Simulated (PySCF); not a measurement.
## Diatomics with 68 electrons

CCSD(T) in PySCF with def2-TZVPP on every atom (core potentials on Sb, Te, I), for the lowest determinant that a PBE0 search found; no spin–orbit coupling. All have 68 electrons, 12 of them in the valence shells, and the same state, a triplet (π ↑↑). For ions De leads to the atom and ion picked by measured ionisation energies and electron affinities.

```
species  difference of nuclear charges  Re (Å)  ωe (cm⁻¹)  k (mdyn/Å)  De (eV)  dissociates to
    Se2                              0   2.178        392        3.62     3.38         Se + Se
   SbCl                             34   2.345        373        2.23     2.87         Sb + Cl
    TeS                             36   2.236        477        3.44     3.32          Te + S
     PI                             38   2.391        365        1.96     2.18           P + I
```

Q: Which member of the whole set has the stiffest bond, and how does it compare with the softest?

A: Se2 with k = 3.62 mdyn/Å, 1.8 times that of PI.

Correlated steps freeze the inner cores (9 to 18 orbitals); shallow outer-core shells are correlated. UHF and ROHF references stand side by side, which adds small steps between rows. Spin–orbit coupling is left out, which matters for elements this heavy, above all for dissociation energies. States were picked by a PBE0 search and need not be the measured ground states.
